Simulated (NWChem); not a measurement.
System: InCl, singlet; SMILES [Cl][In]

All runs: NWChem. Low-valent species are run as closed-shell singlets; no triplet was tried in these runs. Geometry: optimised at PBE0-D3(BJ)/def2-TZVP. def2 effective core potentials on In; no spin-orbit coupling. Ions are spin-unrestricted doublets at the neutral geometry; other ion states weren't tried.

Q: Order these runs by computing time, cheapest first, and give rough ratios: PBE0/def2-TZVP; PBE0/def2-QZVP; PBE0/def2-SVP.

A: PBE0/def2-SVP (1), PBE0/def2-TZVP (3), PBE0/def2-QZVP (20). Ratios are rough, from one shared machine; the cheapest took around 8 core-seconds (rough). What differs between the cheapest and the dearest: vertical ionisation energy, ΔSCF (eV) 10.64 → 10.69; −ε(HOMO) (eV) 7.12 → 7.30; ΔSCF minus −ε(HOMO) (eV) 3.52 → 3.39.
